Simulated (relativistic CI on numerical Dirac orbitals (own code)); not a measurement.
**A ladder of approximations for the levels of Ti I**

Calculated with a relativistic CI code on KLI orbitals (one set per configuration, finite nucleus), adding one ingredient at a time: step 1, Dirac-Coulomb, each configuration alone; step 2, with Breit and QED terms; step 3, with configuration mixing; step 4, with scaled Slater integrals (0.85); step 5, with a P86 correlation estimate; step 6, tied to the ionisation limit. P86 is a density functional for the correlation energy, evaluated here for each configuration and added to its levels. Step 6 is semi-empirical: configurations made of the next ion and one excited electron move by 2182 cm⁻¹, so that their limit matches the tabulated ionisation energy, and those with a non-penetrating f or g electron also take the P86 value of the least penetrating other one.

Configurations in the expansion (outside the closed core [Ar]): 3d²4s², 3d³4s, 3d²4s4p, 3d³4p, 3d⁴, 3d²4s4d, 3d4s²4p, 3d³4d, 3d²4s5s, 3d²4s5p, 3d²4s6s, 3d4s²6s, 3d³5s, 3d²4s4f, 3d²4s6p, 3d²4p², 3d4p³.

Computed minus measured energy above the ground level, in cm⁻¹, for 14 of the 48 excited levels that pair in every step (one J of a term; a digit in brackets numbers repeated terms):

```tsv
Configuration	Term	J	Measured	Step 1	Step 2	Step 3	Step 4	Step 5	Step 6
3d²4s²	a 3F	3	170	17	-11	-9	-11	-11	-11
3d³4s	a 5F	1	6557	-1176	-1267	3125	3138	1451	3616
3d²4s²	a 1D	2	7255	2505	2476	2010	704	644	699
3d²4s²	a 3P	0	8437	3339	3333	2121	686	539	691
3d³4s	b 3F	2	11532	4643	4546	4157	3478	2050	4024
3d²4s²	a 1G	4	12118	3083	3038	2425	385	266	386
3d²4s4p	z 5G°	2	15877	-9220	-9240	-4058	-3881	-2950	-791
3d²4s4p	z 5F°	1	16817	-8766	-8788	-3892	-3810	-2920	-813
3d²4s4p	z 5D°	0	18463	-8617	-8640	-3709	-3881	-3002	-896
3d²4s4p	z 1D°	2	22081	-4521	-4582	-2624	-3107	-2055	-136
3d²4s4p	z 1F°	3	22405	-5524	-5587	-1897	-2780	-1834	246
3d²4s4p	z 1G°	4	24695	-5088	-5149	-663	-2144	-1281	787
3d³4p	y 5G°	2	26494	-4344	-4464	1092	1176	486	478
3d³4p	x 5D°	0	29829	-4322	-4444	1575	976	411	623
```

Mean absolute errors in cm⁻¹, over all paired levels and for the configurations:

| Configuration, levels | Step 1 | Step 2 | Step 3 | Step 4 | Step 5 | Step 6 |
| --- | --- | --- | --- | --- | --- | --- |
| all, 48 | 5304 | 5358 | 2565 | 2550 | 1701 | 1108 |
| 3d²4s², 7 | 2240 | 2217 | 1542 | 450 | 362 | 452 |
| 3d³4s, 8 | 2472 | 2500 | 3486 | 3236 | 1649 | 3743 |
| 3d²4s4p, 24 | 7510 | 7559 | 3034 | 3489 | 2585 | 640 |
| 3d³4p, 9 | 4321 | 4471 | 1294 | 1069 | 430 | 525 |

Measured levels: NIST Handbook of Basic Atomic Spectroscopic Data (Sansonetti and Martin, J. Phys. Chem. Ref. Data 34, 1559 (2005)).

The mean absolute error is lowest at step 6 (1108 cm⁻¹), and the largest single drop is from step 2 to 3 (5358 to 2565). Terms of the ground configuration are off by 2240 at first, 1542 with mixing and 450 after scaling, which stands in for the correlation that narrows term splittings. The Breit and QED terms change the top of the ground term (measured 387) from 431 to 363. Mixing lowers the ground level by 5507, with 3d²4p² as its largest admixture; relative to it the configurations that move most are 3d³4p by +5765, 3d²4s4p by +4526, 3d³4s by +2580. Configurations whose own partners of that kind are not in the list rise by much of that lowering, so a short list can trade one imbalance for another. The P86 estimate moves 3d³4s by -1587, 3d²4s4p by +903, 3d³4p by -639, and takes the mean absolute error of the excited configurations from 2908 to 1929. Step 6 takes that error from 1929 to 1220; the error more than halves for 3d²4s4p; it grows for 3d³4s. The shift fits the limit, so it does little for low levels whose errors differ from those near the limit.
